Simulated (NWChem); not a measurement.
# Basis-set convergence for sulfur trioxide (O$_{3}$S)

```xyz
4

O      0.0000     0.0000     1.4514
S      0.0000     0.0000     0.0000
O     -1.2569     0.0000    -0.7257
O      1.2569     0.0000    -0.7257
```
Charge 0, spin multiplicity 1.

The numbers come from NWChem runs, not from measurements. The geometry was optimised at B3LYP/def2-SVP, a minimum by its harmonic frequencies.

Quantity: vertical ionisation energy at the level ΔPBE0 (Δ: difference of total energies, the cation a doublet at the parent's geometry with its hole in an orbital of symmetry b1 (C2v labels); it is the state that the SCF runs reached, from PBE0 orbitals for Hartree-Fock references, and need not be the lowest).

The Pople sets run with spherical d functions. The stability of the SCF solutions was not checked.

The cost column gives rough processor time relative to 6-31G*; each entry includes its own SCF.

| basis | functions | vertical ionisation energy (eV) | relative cost |
|---|---|---|---|
| 6-31G* | 60 | 12.62 | 1 |
| def2-SVP | 60 | ? | under 3 |
| 6-31+G* | 76 | 12.79 | under 3 |
| def2-SVPD | 96 | ? | under 3 |
| cc-pVTZ | 124 | ? | 4 |
| def2-TZVPP | 135 | 12.75 | 3 |
| aug-cc-pVTZ | 188 | 12.79 | 10 |
| def2-QZVP | 241 | 12.77 | 70 |

Q: Complete the blanks.

A: 
- def2-SVP, vertical ionisation energy (eV): 12.69
- def2-SVPD, vertical ionisation energy (eV): 12.87
- cc-pVTZ, vertical ionisation energy (eV): 12.73
